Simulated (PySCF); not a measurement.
CH3FSe. Atoms are numbered in the order given.

```xyz
6

Se     0.4245     0.1148     0.0000
F     -0.9686     1.1917     0.0000
C     -0.5829    -1.5207     0.0000
H      0.1630    -2.3199     0.0000
H     -1.1911    -1.5916    -0.8997
H     -1.1911    -1.5916     0.8997
```
Charge 0, spin multiplicity 1.

Geometry optimised at PBE0-D3(BJ)/def2-TZVP.

These are PySCF with TDA-CAM-B3LYP/def2-SVPD values and carry that method's errors.

Vertical excitations. Gas-phase values at a fixed geometry. State labels are in the subgroup Cs.

Computed excitation energies, oscillator strengths and character:
| state | symmetry | energy (eV) | λ (nm) | f | main pairs |
|---|---|---|---|---|---|
| S1 | A" | 3.17 | 391 | 0.001 | HOMO→LUMO 97 % |
| S2 | A" | 5.71 | 217 | 0.001 | HOMO→LUMO+1 75 %, HOMO→LUMO+2 16 % |
| S3 | A" | 6.08 | 204 | 0.072 | HOMO→LUMO+2 81 %, HOMO→LUMO+1 17 % |
| S4 | A' | 6.37 | 195 | 0.017 | HOMO−1→LUMO 94 % |
| S5 | A' | 7.13 | 174 | 0.049 | HOMO→LUMO+3 99 % |
| S6 | A" | 7.21 | 172 | 0.000 | HOMO→LUMO+4 94 % |
| S7 | A" | 7.63 | 162 | 0.023 | HOMO→LUMO+5 74 % |
| S8 | A" | 8.44 | 147 | 0.066 | HOMO→LUMO+6 53 %, HOMO−3→LUMO 22 %, HOMO→LUMO+7 10 % |
| S9 | A" | 8.57 | 145 | 0.036 | HOMO→LUMO+7 60 %, HOMO−3→LUMO 27 % |
| S10 | A' | 8.60 | 144 | 0.004 | HOMO→LUMO+8 43 %, HOMO−2→LUMO 36 %, HOMO−4→LUMO 9 % |
| T1 | A" | 2.26 | 548 | 0 | HOMO→LUMO 95 % |
| T2 | A" | 4.98 | 249 | 0 | HOMO→LUMO+1 68 %, HOMO→LUMO+5 14 % |
| T3 | A' | 5.41 | 229 | 0 | HOMO−1→LUMO 94 % |
| T4 | A" | 5.89 | 210 | 0 | HOMO→LUMO+2 88 % |
Triplets are in the Tamm–Dancoff approximation.
